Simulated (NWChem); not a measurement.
Species: C4H4N, doublet; SMILES C1C=C[N]C=1

All runs: NWChem. Spin-unrestricted. The geometry was optimised at PBE0/def2-SVP, spin-unrestricted. No stability test was run on the SCF state. Solvent water, SMD (1 M gas to 1 M solution), gas-phase geometry. Reactions with the solvent are ignored.

```csv
level,basis functions,solvation free energy (kcal/mol),cavity-dispersion-structure term (kcal/mol),dipole in solution (D)
PBE0/STO-3G,29,-2.6,1.1,2.08
PBE0/def2-SVP,90,-4.7,1.1,2.61
PBE0/def2-SVPD,132,-5.2,1.1,2.92
PBE0/def2-TZVP,179,-5.3,1.1,2.84
```
